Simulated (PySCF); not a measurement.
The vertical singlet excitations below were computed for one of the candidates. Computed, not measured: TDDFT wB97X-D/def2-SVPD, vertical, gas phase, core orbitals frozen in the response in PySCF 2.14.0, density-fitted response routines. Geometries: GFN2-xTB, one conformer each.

| state | E (eV) | f | main configurations (H = HOMO, L = LUMO) |
| --- | --- | --- | --- |
| S1 | 6.23 | 0.012 | H→L (82%), H→L+1 (10%) |
| S2 | 6.68 | 0.0064 | H→L+1 (70%), H→L (9%) |
| S3 | 7.50 | 0.0011 | H→L+2 (52%), H→L+3 (23%) |
| S4 | 7.71 | 0.0080 | H→L+4 (64%), H→L+3 (15%) |
| S5 | 7.90 | 0.061 | H→L+3 (27%), H→L+2 (26%), H→L+5 (17%) |
| S6 | 8.01 | 0.020 | H→L+5 (43%), H→L+3 (16%), H→L+2 (12%) |
| S7 | 8.17 | 0.100 | H-1→L (60%), H-1→L+1 (18%) |
| S8 | 8.33 | 0.023 | H-1→L+1 (65%), H-1→L (14%) |

Triplets computed (Tamm–Dancoff): 6.00, 6.59, 7.38 eV.

Task: Which candidate is it? All have the formula C4H10FNSi.
A. `N[Si]1(F)CCCC1`
B. `FC[C@H]1CC[SiH2]N1`
C. `N[Si@H](CF)C1CC1`

Result: B. Its S1, at 6.23 eV, is the lowest among the candidates; the nearest of the others has S1 at 6.80 eV. S1 is HOMO→LUMO (82%), HOMO→LUMO+1 (10%). Löwdin shares by element: HOMO nitrogen 55%, carbon 10% or more, silicon 10%, hydrogen 5% or more (atoms not listed hold the other 20%); LUMO silicon 34%, hydrogen 26% or more (atoms not listed hold the other 40%). At the same level the other candidates give, for their lowest levels:
- `N[Si]1(F)CCCC1`: 6.80 eV (f 0.057); 7.21 eV (f 0.001); 7.74 eV (f 0.007); 8.22 eV (f 0.003); 8.46 eV (f 0.006); T1 6.54 eV; HOMO -9.10, LUMO 2.07 eV
- `N[Si@H](CF)C1CC1`: 6.81 eV (f 0.025); 7.55 eV (f 0.005); 7.87 eV (f 0.051); 8.02 eV (f 0.018); 8.12 eV (f 0.049); T1 6.51 eV; HOMO -9.37, LUMO 2.08 eV
